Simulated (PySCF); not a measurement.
Hf(OH)4 (H₄HfO₄), SMILES [OH][Hf]([OH])([OH])[OH], multiplicity 1.

Coordinates come from a B3LYP-D3(BJ)/def2-SVP optimisation. The multiplicity is an assumed one; other spin states were not compared. The isomer is the one that the SMILES or the coordinates give; other isomers of the formula were not compared. The def2 effective core potentials stand for the cores of Hf; spin–orbit coupling is left out. Other conformers were not sampled.

Calculation: TDDFT-PBE0/def2-SVPD (PySCF).

Vertical excitations; the highest root listed may be one member of a degenerate set. The molecule is in vacuum. State labels are in the subgroup D2.

```
state  symmetry  energy (eV)  λ (nm)      f                                                                 main pairs
-----  --------  -----------  ------  -----  -------------------------------------------------------------------------
S1           B1         7.24     171  0.000                                               HOMO−2→LUMO (degenerate set)
S2           B2         7.24     171  0.000                                               HOMO−1→LUMO (degenerate set)
S3           B3         7.24     171  0.000                                                 HOMO→LUMO (degenerate set)
S4           B2         7.78     159  0.070                   HOMO−4→LUMO, HOMO→LUMO+1, HOMO−2→LUMO+3 (degenerate set)
S5           B1         7.78     159  0.070                   HOMO−5→LUMO, HOMO→LUMO+2, HOMO−1→LUMO+3 (degenerate set)
S6           B3         7.78     159  0.070                 HOMO−3→LUMO, HOMO−1→LUMO+1, HOMO−2→LUMO+2 (degenerate set)
S7            A         7.97     156  0.000  HOMO→LUMO+3 46 %, HOMO−2→LUMO+1 16 %, HOMO−6→LUMO 14 %, HOMO−1→LUMO+2 8 %
T1           B1         7.05     176      0                                               HOMO−2→LUMO (degenerate set)
T2           B2         7.05     176      0                                               HOMO−1→LUMO (degenerate set)
T3           B3         7.05     176      0                                                 HOMO→LUMO (degenerate set)
T4           B3         7.42     167      0                   HOMO−3→LUMO 57 %, HOMO−2→LUMO+2 15 %, HOMO−1→LUMO+1 15 %
```
Triplets are in the Tamm–Dancoff approximation, which puts them higher than full response would, so one can lie above its singlet here.
